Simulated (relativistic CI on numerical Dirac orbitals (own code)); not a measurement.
**Line list: Electric-dipole lines, Ne⁵⁺**

Calculated at this level of theory: Dirac-Coulomb-Breit CI, separate exchange-only KLI orbitals for each configuration, QED by a radiative potential, valence Slater integrals scaled by 0.9, configuration energies shifted to the measured levels that pair with them (semi-empirical) (own radial code, finite nucleus).

Configuration list (outside the closed core 1s2): 2s2 2p, 2s 2p2, 2p3, 2s2 3s, 2s2 3p, 2s 2p 3s, 2s 2p 3p, 2s 2p 3d, 2s2 4s, 2s2 5s, 2p2 3p, 2s 2p 4d, 2s 2p 5d, 2p2 3s, 2s2 3d, 2p2 3d, 2s2 4p, 2s2 4d, 2s2 4f, 2s 2p 4s, 2s 2p 4p, 2s 2p 4f, 2s 3s2, 2s 3s 3p, 2s 3s 3d, 2s 3p2, 2s 3p 3d, 2p 3s2, 2s 3d2, 2p 3s 3p. Levels of other configurations are missing.

| λ vac (nm) | Lower | Upper | A (s⁻¹) | E lower (eV) | E upper (eV) |
| --- | --- | --- | --- | --- | --- |
| 10.971 | 2s2 2p 2P°_3/2 [2] | 2s 2p 3p 2S_1/2 [38] | 3.92e+10 | 0.160 | 113.176 |
| 11.120 | 2s2 2p 2P°_1/2 [1] | 2s 2p 3p 2D_3/2 [36] | 5.26e+10 | 0.000 | 111.497 |
| 11.126 | 2s2 2p 2P°_3/2 [2] | 2s 2p 3p 2D_5/2 [37] | 6.39e+10 | 0.160 | 111.600 |
| 11.410 | 2s2 2p 2P°_3/2 [2] | 2s 2p 3p 2P_3/2 [27] | 3.71e+10 | 0.160 | 108.822 |
| 11.782 | 2s 2p2 2D_5/2 [6] | 2s 2p 3d 2D°_5/2 [72] | 2.00e+10 | 22.511 | 127.739 |
| 11.930 | 2s 2p2 2D_5/2 [6] | 2s 2p 3d 2F°_7/2 [66] | 8.22e+10 | 22.511 | 126.442 |
| 11.930 | 2s 2p2 2D_3/2 [7] | 2s 2p 3d 2F°_5/2 [67] | 7.84e+10 | 22.516 | 126.444 |
| 12.091 | 2s 2p2 4P_1/2 [3] | 2s 2p 3d 4P°_3/2 [50] | 3.93e+10 | 12.754 | 115.295 |
| 12.095 | 2s 2p2 4P_3/2 [4] | 2s 2p 3d 4P°_1/2 [51] | 1.09e+11 | 12.808 | 115.320 |
| 12.098 | 2s 2p2 4P_3/2 [4] | 2s 2p 3d 4P°_3/2 [50] | 2.50e+10 | 12.808 | 115.295 |
| 12.102 | 2s 2p2 4P_3/2 [4] | 2s 2p 3d 4P°_5/2 [49] | 2.09e+10 | 12.808 | 115.260 |
| 12.107 | 2s 2p2 4P_5/2 [5] | 2s 2p 3d 4P°_3/2 [50] | 5.93e+10 | 12.887 | 115.295 |
| 12.111 | 2s 2p2 4P_5/2 [5] | 2s 2p 3d 4P°_5/2 [49] | 9.53e+10 | 12.887 | 115.260 |
| 12.161 | 2s 2p2 4P_1/2 [3] | 2s 2p 3d 4D°_3/2 [44] | 1.07e+11 | 12.754 | 114.708 |
| 12.162 | 2s 2p2 4P_1/2 [3] | 2s 2p 3d 4D°_1/2 [43] | 1.96e+11 | 12.754 | 114.698 |
| 12.165 | 2s 2p2 4P_3/2 [4] | 2s 2p 3d 4D°_5/2 [45] | 1.75e+11 | 12.808 | 114.726 |
| 12.167 | 2s 2p2 4P_3/2 [4] | 2s 2p 3d 4D°_3/2 [44] | 1.13e+11 | 12.808 | 114.708 |
| 12.171 | 2s 2p2 4P_5/2 [5] | 2s 2p 3d 4D°_7/2 [46] | 2.27e+11 | 12.887 | 114.758 |
| 12.175 | 2s 2p2 4P_5/2 [5] | 2s 2p 3d 4D°_5/2 [45] | 5.09e+10 | 12.887 | 114.726 |
| 12.616 | 2s 2p2 2P_3/2 [10] | 2s 2p 3d 2P°_3/2 [76] | 6.04e+10 | 31.008 | 129.280 |
| 12.806 | 2s 2p2 2P_1/2 [9] | 2s 2p 3d 2D°_3/2 [71] | 1.33e+11 | 30.908 | 127.725 |
| 12.817 | 2s 2p2 2P_3/2 [10] | 2s 2p 3d 2D°_5/2 [72] | 1.60e+11 | 31.008 | 127.739 |
| 13.070 | 2s 2p2 2D_5/2 [6] | 2s 2p 3d 2F°_7/2 [55] | 1.52e+11 | 22.511 | 117.369 |
| 13.085 | 2s 2p2 2D_3/2 [7] | 2s 2p 3d 2F°_5/2 [54] | 1.38e+11 | 22.516 | 117.270 |
| 13.391 | 2s 2p2 2D_5/2 [6] | 2s 2p 3d 2D°_5/2 [48] | 5.36e+10 | 22.511 | 115.101 |
| 13.393 | 2s 2p2 2D_3/2 [7] | 2s 2p 3d 2D°_3/2 [47] | 5.60e+10 | 22.516 | 115.088 |
| 13.840 | 2s 2p2 2S_1/2 [8] | 2s 2p 3d 2P°_3/2 [56] | 7.31e+10 | 28.337 | 117.921 |
| 39.984 | 2s2 2p 2P°_1/2 [1] | 2s 2p2 2P_3/2 [10] | 1.79e+09 | 0.000 | 31.008 |
| 40.114 | 2s2 2p 2P°_1/2 [1] | 2s 2p2 2P_1/2 [9] | 6.94e+09 | 0.000 | 30.908 |
| 40.192 | 2s2 2p 2P°_3/2 [2] | 2s 2p2 2P_3/2 [10] | 9.01e+09 | 0.160 | 31.008 |
| 40.323 | 2s2 2p 2P°_3/2 [2] | 2s 2p2 2P_1/2 [9] | 3.82e+09 | 0.160 | 30.908 |
| 44.002 | 2s2 2p 2P°_3/2 [2] | 2s 2p2 2S_1/2 [8] | 3.33e+09 | 0.160 | 28.337 |
| 44.548 | 2s 2p2 2D_5/2 [6] | 2p3 2P°_3/2 [15] | 3.84e+09 | 22.511 | 50.343 |
| 45.754 | 2s 2p2 4P_1/2 [3] | 2p3 4S°_3/2 [11] | 1.59e+09 | 12.754 | 39.852 |
| 45.847 | 2s 2p2 4P_3/2 [4] | 2p3 4S°_3/2 [11] | 3.16e+09 | 12.808 | 39.852 |
| 45.980 | 2s 2p2 4P_5/2 [5] | 2p3 4S°_3/2 [11] | 4.69e+09 | 12.887 | 39.852 |
| 46.445 | 2s2 3p 2P°_3/2 [18] | 2s 2p 3p 2D_5/2 [60] | 3.68e+09 | 95.661 | 122.356 |
| 55.066 | 2s2 2p 2P°_1/2 [1] | 2s 2p2 2D_3/2 [7] | 1.11e+09 | 0.000 | 22.516 |
| 55.441 | 2s 2p2 2D_5/2 [6] | 2p3 2D°_5/2 [12] | 2.36e+09 | 22.511 | 44.874 |
| 55.471 | 2s2 2p 2P°_3/2 [2] | 2s 2p2 2D_5/2 [6] | 1.28e+09 | 0.160 | 22.511 |
| 204.35 | 2s2 3s 2S_1/2 [16] | 2s2 3p 2P°_3/2 [18] | 2.26e+08 | 89.594 | 95.661 |
| 214.76 | 2s 2p 3p 2D_3/2 [36] | 2s 2p 3d 2F°_5/2 [54] | 2.07e+08 | 111.497 | 117.270 |
| 214.90 | 2s 2p 3p 2D_5/2 [37] | 2s 2p 3d 2F°_7/2 [55] | 2.23e+08 | 111.600 | 117.369 |
| 258.39 | 2s 2p 3p 4D_5/2 [30] | 2s 2p 3d 4F°_7/2 [41] | 9.93e+07 | 108.938 | 113.736 |
| 259.62 | 2s 2p 3p 4D_7/2 [31] | 2s 2p 3d 4F°_9/2 [42] | 1.12e+08 | 109.024 | 113.800 |

Terms are leading LS components. Brackets give the number of a level in order of energy, since labels repeat. The list gives strong lines, with weight on those to low levels, without configurations that were not tied to measured data, without lines whose two gauges differ by over a factor of 2.5, among the lowest 222 of 311 levels, so that lines to higher ones, which can be the strongest, are missing. Levels whose partners in the same complex of configurations lie outside the list can be far off, and so can their lines. Rates are taken at the computed energies, electric ones in the length gauge.

Configurations whose levels could be paired with our table of measured levels were shifted onto them, all but the ground configuration, by the median error of their levels; single terms can still be off by 1,000 to 2,000 cm⁻¹ or more, and rates follow the energies as ν³ (E1, M1) or ν⁵ (E2). The others borrow a shift and can be off by several thousand cm⁻¹ or more. 38 of the 39 excited levels that our extract of the measured tables holds in this range could be paired (the sources list more); they are missed by 484 cm⁻¹ on average and 2581 at most, after the shifts were fitted to these levels, and levels without a partner can miss by more.

**Question.** From the table, what is the radiative lifetime of 2s 2p 3d 4P°_3/2?

**Answer.** The listed rates from this level add up to about 1.24e+11 s⁻¹, 99 % of its decay; with all channels τ = 8.05e-12 s.
